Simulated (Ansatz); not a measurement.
Program: Ansatz. Geometries: PBE0-D4/def2-TZVP. ΔE: electronic, gas phase. CCSD(T)/CBS adds triple-zeta CCSD(T) − MP2 to the extrapolated MP2 energy (def2 sets, frozen cores). DFT in def2-TZVPP. For Ga, Zn outer-core shells are correlated without core-valence functions, which leaves a few kJ/mol of doubt a bond. Scalar relativity is left out up to krypton. One conformer a species, not always the lowest.

`B[NH][GaH][O][SiH3]` + `[OH][Zn][SiH3]` → `B[O][Zn][SiH3]` + `[NH2][GaH][O][SiH3]`  (ligand exchange at a B–N bond)

| level | ΔE (kcal/mol) | difference from CCSD(T)/CBS |
| --- | --- | --- |
| PBE0-D4 | -2.6 | 0.4 |
| r2SCAN0-D4 | -3.5 | -0.5 |
| CAM-B3LYP-D4 | -3.8 | -0.8 |
| ωB97X-V | -3.6 | -0.6 |
| ωB97M-V | -3.3 | -0.3 |
| PBE-QIDH | -3.3 | -0.3 |
| PBE | -2.0 | 1.0 |
| BLYP | -3.2 | -0.2 |
| r2SCAN | -3.1 | -0.1 |
| r2SCANh | -3.3 | -0.3 |
| r2SCAN0 | -3.6 | -0.6 |
| LC-ωPBE | -3.5 | -0.5 |
| CCSD(T)/def2-SVP | -9.9 | -6.9 |
| SCS-MP2/def2-QZVPP | -3.4 | -0.4 |
| HF/CBS(def2) | -6.7 | -3.7 |
| CCSD/CBS(def2) | -3.4 | -0.4 |
| CCSD(T)/CBS | -3.0 | 0 |

Largest T1 diagnostic among the species: 0.016.

From PBE to PBE0 (25 % exact exchange), in def2-TZVPP and without D4, ΔE moves by −0.8 kcal/mol. In def2-TZVPP, CCSD(T) changes the Hartree–Fock value by +3.3 kcal/mol (the triples alone add +0.4 kcal/mol) and MP2 by +3.8 kcal/mol.

CCSD(T)/CBS has its own doubt, a few kJ/mol and more with outer-core shells, so smaller differences from it don't rank the levels.
